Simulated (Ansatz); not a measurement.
Geometry optimisation, UHF/def2-SVP in Ansatz.

The input (input.yaml):

```yaml
crystal:
  periodic: [false, false, false]
  atoms:
    - { symbol: Hf, position_ang: [0.0, 0.0, 0.0] }
    - { symbol: F, position_ang: [0.0, 0.0, 2.23] }
    - { symbol: O, position_ang: [1.952, 0.0, -0.6893] }
    - { symbol: H, position_ang: [2.2684, -0.9521, -0.806] }
    - { symbol: Cl, position_ang: [-1.1869, 2.0563, -0.8392] }
    - { symbol: O, position_ang: [-0.975, -1.6891, -0.6893] }
    - { symbol: H, position_ang: [-1.4296, -2.1548, 0.0831] }
    - { symbol: H, position_ang: [0.0, 0.0, 3.45] }
magnetization:
  spin_polarized: true
  initial_magnetization: 1
basis:
  gaussian: { orbitals: def2-SVP }
hamiltonian:
  xc: hf
relax:
  f_tol: 0.15
  max_steps: 25
  restrain:
    - { distance: [1, 7], at: 2.12, k: 30.0 }
    - { distance: [0, 1], at: 1.98, k: 30.0 }
output:
  orbitals: {}
```

Launched with:

```bash
$ ansatz run input.yaml --threads 2 --pin off --max-ram 3072MiB --backend cpu --events-out ev --progress --plain --runs-dir out
```

Task: Where does it end, and by what steps?

Result: The forces met the threshold. The restraints hold the end off the free minimum; the threshold counts their pulls, which the force column leaves out. Restrained pairs: F2–H8 (1.22 → 2.13 Å), Hf1–F2 (2.23 → 1.96 Å). After 7 steps the energy has fallen by 3.614 eV (the restraints' own energy left out); H4 moved furthest, 0.63 Å.

```tsv
step	energy less start (eV)	largest force component (eV/Å)	accepted
0	0.0000	5.834	yes
1	-2.0098	4.348	yes
2	-2.9616	1.634	yes
3	-3.2722	1.258	yes
4	-3.3822	1.218	yes
5	-3.4795	1.314	yes
6	-3.5922	1.264	yes
7	-3.6136	1.147	yes
```

```xyz
8
Properties=species:S:1:pos:R:3
Hf 0.002 -0.062 0.049
F 0.174 0.256 1.971
O 1.749 -0.335 -0.686
H 2.588 -0.489 -1.080
Cl -1.005 1.852 -0.978
O -1.118 -1.591 -0.222
H -1.673 -2.331 -0.382
H -0.088 -0.039 4.067
```

Time of the run: 29 s on 2 threads of Arm Neoverse V1, with other jobs on the host, peak memory 0.29 GiB.
